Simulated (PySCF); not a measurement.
4-methyl-2H-pyrrole (C5H7N), SMILES CC1=CCN=C1.

Geometry: B3LYP-D3(BJ)/def2-SVP. One conformer was computed; it need not be the lowest.

These are PBE/def2-TZVP (PySCF) values and carry that method's errors.

Symmetry labels are those of the subgroup Cs that the program uses (full group Cs).

Computed valence orbital energies around the gap with their symmetry:
```
orbital  symmetry  energy (eV)
-------  --------  -----------
HOMO−7         A'       -10.35
HOMO−6         A"       -10.19
HOMO−5         A'        -9.72
HOMO−4         A'        -9.01
HOMO−3         A'        -8.70
HOMO−2         A"        -7.62
HOMO−1         A"        -6.03
HOMO           A'        -6.00
LUMO           A"        -1.84
LUMO+1         A"         0.37
LUMO+2         A'         0.63
LUMO+3         A'         1.11
```
